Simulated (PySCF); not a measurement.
C2H6Se, triplet, at the geometry of the source list (a higher spin typed on purpose: for a closed-shell molecule this is an excited state), atoms displaced at random by about 0.03 Å a coordinate. Base run: R2SCAN/6-31G, gradient (PySCF).

The PySCF input:
```python
from pyscf import gto, scf, dft

mol = gto.Mole()
mol.atom = '''
    C     1.497978   -0.053475    0.010271
    Se    0.031201    0.342085   -1.294745
    C    -1.449932    0.097874   -0.027267
    H     1.389011   -1.128064    0.315960
    H     2.432348    0.158688   -0.461094
    H     1.337017    0.582651    0.830590
    H    -1.342321   -0.910897    0.449636
    H    -2.355461    0.131208   -0.568428
    H    -1.429929    0.926838    0.741538
'''
mol.basis = '6-31g'
mol.charge = 0
mol.spin = 2
mol.verbose = 4
mol.build()

mf = dft.UKS(mol)
mf.xc = 'r2scan'
mf.kernel()
g = mf.nuc_grad_method()
grad = g.kernel()
```

The coordinate followed is z of atom 6.

Variants of this job, named by their change:

```csv
change,dE/dx (Eh/bohr),net force (Eh/bohr)
base,-0.034057,0.000422
density fitting = on; auxbasis_response = off,-0.034074,0.000515
conv_tol = 1e-4,-0.034077,0.000421
finite difference step (bohr) = 0.01; conv_tol = 1e-11,-0.034062,-
finite difference step (bohr) = 1e-4; conv_tol = 1e-11,-0.034053,-
finite difference step (bohr) = 0.05; conv_tol = 1e-11,-0.034261,-
grids.level = 5; grid_response = on,-0.034054,0.000000
grids.level = 1; grid_response = off,-0.034030,0.001252
conv_tol = 1e-6,-0.034059,0.000424
finite difference step (bohr) = 0.2; conv_tol = 1e-11,-0.037308,-
grid_response = on,-0.034053,0.000000
grids.level = 1; grid_response = on,-0.033974,0.000000
```

The net force is zero for an exact gradient.

Open shells are given as the SCF converged; they aren't shown to be the lowest states, and a large step between rows can be another state.
